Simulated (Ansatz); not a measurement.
Compare A (`N[SiH](Cl)[AlH][OH]`) with its isomer B (`[NH2][Al]([OH])[SiH2]Cl`).

Computed with Ansatz on PBE0-D4/def2-TZVP structures; ΔE is electronic, products minus reactants. CCSD(T)/CBS adds triple-zeta CCSD(T) − MP2 to the extrapolated MP2 energy (def2 sets, frozen cores). Functionals use def2-TZVPP. B3LYP here is the variant with VWN-RPA as its local correlation; programs differ in this. One conformer a species, not always the lowest.

(1) Which isomer does CCSD(T)/CBS put lower? Give the gap. (Best estimate.)

(2) Give E(B) − E(A) in kJ/mol with MP2/def2-TZVPP, ωB97M-V, PBE0-D4, B3LYP-D4, B2PLYP, CCSD/def2-TZVPP, CCSD(T)/def2-TZVPP. (An estimate is asked.)

Largest T1 diagnostic: 0.012.

## Answers

(1) Computed: B, by 39.2 kJ/mol.

(2) The calculation gave: MP2/def2-TZVPP -39.3, ωB97M-V -35.7, PBE0-D4 -35.5, B3LYP-D4 -36.5, B2PLYP -38.9, CCSD/def2-TZVPP -40.4, CCSD(T)/def2-TZVPP -39.9. None reverses the order clearly.
